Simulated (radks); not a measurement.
Results of a calculation; reference values are marked as such.
These are the eigenvalues of the occupied orbitals of an atom or ion with whole-number occupations (hartree). Level of theory: Dirac Kohn-Sham, relativistic LDA (MacDonald-Vosko exchange, VWN5 correlation), spin-unpolarised, spherical densities, finite nucleus; Fermi nuclear charge, rms radius of each element as measured or else 0.836 A^(1/3) + 0.57 fm (a radial shooting solver on a logarithmic mesh with Libxc functionals).

orbital  eigenvalue
1s1/2     -2093.350
2s1/2     -406.9890
2p1/2     -391.4527
2p3/2     -360.1316
3s1/2     -139.2862
3p1/2     -132.6046
3p3/2     -125.6441
3d3/2     -114.4498
3d5/2     -112.8820

Which element is it, and in what charge state? The configuration may be excited. Open shells, if any, fill j = l - 1/2 first.

Answer. Z = 67, holmium, charge +40: Ho40+ in [Ar] 3d9. The list shows which subshells hold electrons but not how many an open one holds; the 1s level, -2093.3 hartree, gives Z - s = 64.7 by -(Z - s)^2/2, which with screening and relativity narrows Z to a few neighbours, and the depths of the outer levels then fix element, charge and occupations together.
